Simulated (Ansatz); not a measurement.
Computed with Ansatz on PBE0-D4/def2-TZVP structures; ΔE is electronic, products minus reactants. CCSD(T)/CBS is the MP2 limit (def2-TZVPP, def2-QZVPP) plus CCSD(T) − MP2 in def2-TZVPP, frozen cores. This one scheme is used for every species. DFT in def2-TZVPP. B3LYP here is the variant with VWN-RPA as its local correlation; programs differ in this. HSE06 is defined as in plane-wave codes. One conformer a species, not always the lowest.

Consider the ligand exchange at the Si–Cl bond: silicon tetrachloride + `O[Si](F)(F)F` → `F[Si](F)(F)O[Si](Cl)(Cl)Cl` + HCl.

**Question.** Is it downhill or uphill in electronic energy at CCSD(T)/CBS, and by how much? (An estimate is asked.)

**Answer.** The calculation gave: Downhill: ΔE = -28.1 kJ/mol.

**Question.** What do these levels give: LDA (SPW92), BLYP-D4, B97M-V, B3LYP-D4, HSE06-D4, BHLYP-D4, ωB97M-V, PBE, HF/def2-SVP, MP2/def2-SVP, CCSD(T)/def2-SVP, MP2/CBS(def2)? (Best estimate.)

**Answer.** Computed: LDA (SPW92) -16.7, BLYP-D4 -30.1, B97M-V -27.8, B3LYP-D4 -33.2, HSE06-D4 -21.5, BHLYP-D4 -39.3, ωB97M-V -25.1, PBE -11.1, HF/def2-SVP -34.7, MP2/def2-SVP -25.0, CCSD(T)/def2-SVP -28.7, MP2/CBS(def2) -21.1 kJ/mol.

Largest T1 diagnostic among the species: 0.011.

From PBE to PBE0 (25 % exact exchange), in def2-TZVPP and without D4, ΔE moves by −5.4 kJ/mol. Leaving LDA and LC-ωPBE aside and taking each functional with its dispersion term where it has one, the values, not all of them listed here, spread over 22.8 kJ/mol, from BHLYP-D4 to PBE-D4. LDA lies −5.7 kJ/mol from PBE without D4. The D4 term adds −8.1 kJ/mol with B3LYP and −5.4 kJ/mol with PBE0; it sums over pairs of atoms, weighted by their polarisabilities, and B3LYP, whose exchange is more repulsive, gets the larger term.
